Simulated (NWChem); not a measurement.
Species: CH$_{7}$NOSi; SMILES NC[SiH2]O

```xyz
11

N      0.1210     2.1922     0.0120
C     -0.6986     0.9806     0.0294
Si     0.3710    -0.5784     0.0139
O     -0.4471    -2.0333     0.0979
H      0.7367     2.2260     0.8229
H      0.7252     2.2128    -0.8082
H     -1.3911     1.0017    -0.8303
H     -1.3495     0.9955     0.9203
H      1.2598    -0.5426     1.2121
H      1.2252    -0.5085    -1.2211
H     -0.9252    -2.3102    -0.6884
```
Atoms are numbered in this order, from 1.

Results from NWChem. Pople sets run with spherical d functions. Geometry: optimised at PBE0/def2-SVP. Core excitations by TDA in a window of 1s orbitals, non-relativistic and unshifted: absolute energies depend strongly on the exact-exchange share.

### Question
Estimate the computed values for Si K edge, PBE0/6-311G**. Quantities: first 1s excitation (eV); dipole oscillator strength of the first; first state with f > 0.002 (eV); dipole oscillator strength of that state.

### Answer
```yaml
first 1s excitation (eV): 1800.9
dipole_oscillator_strength_of_the_first: 0.0024
first state with f > 0.002 (eV): 1800.9
dipole_oscillator_strength_of_that_state: 0.0024
```
